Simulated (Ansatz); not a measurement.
System: C3H7Si, net charge 0, doublet state. It need not be the lowest isomer of its formula. 
Geometry from a B3LYP-D3(BJ)/def2-TZVP (Ansatz, a program for electronic structure) optimisation:
```xyz
11

C     -2.4901    -0.2358    -0.0160
C     -1.2069     0.2554    -0.1097
C     -0.0519    -0.4790     0.1304
Si     1.6677     0.1938     0.0008
H     -2.6737    -1.2663     0.2622
H     -3.3496     0.3885    -0.2161
H     -1.0939     1.2990    -0.3938
H     -0.1882    -1.5211     0.4134
H      2.4600    -0.5563    -1.0067
H      2.3851     0.0787     1.2960
H      1.6059     1.6212    -0.3948
```
Charge 0, spin multiplicity 2.

Total electronic energies in hartree. Correlated levels leave the core frozen unless marked. Open shells are spin-unrestricted. No spin-orbit coupling. No relativistic terms. CBS(X,Y): correlation extrapolated as X^-3; Hartree-Fock from the larger set.

The UHF reference is spin-contaminated (<S^2> 0.20 over the pure value in the largest basis). 

```tsv
level	program	energy (Eh)
HF/6-31G*	Ansatz	-406.54914
HF/cc-pV(Q+d)Z	Ansatz	-406.63769
B3LYP-D3(BJ)/def2-TZVPD	Ansatz + dftd3	-408.05206
PBE0-D4/def2-TZVPD	Ansatz + dftd4	-407.73881
HSE06/def2-TZVPD	Ansatz	-407.71840
RI-MP2/aug-cc-pV(T+d)Z	Ansatz	-407.21540
RI-MP2/aug-cc-pV(Q+d)Z	Ansatz	-407.25946
RI-MP2/CBS(aug-cc-pV(T+d)Z,aug-cc-pV(Q+d)Z)	Ansatz	-407.2842
SCS-MP2/cc-pV(D+d)Z	Ansatz	-407.05570
SCS-MP2/aug-cc-pV(T+d)Z	Ansatz	-407.22635
CCSD/STO-3G	Ansatz	-402.08088
CCSD/cc-pV(D+d)Z	Ansatz	-407.12033
CCSD/cc-pV(Q+d)Z	Ansatz	-407.30928
CCSD(T)/cc-pwCVTZ	Ansatz	-407.30152
CCSD(T)/CBS(aug-cc-pV(T+d)Z,aug-cc-pV(Q+d)Z)	Ansatz	-407.3626
```

Totals of different functionals don't rank their quality; only differences between species are comparable.
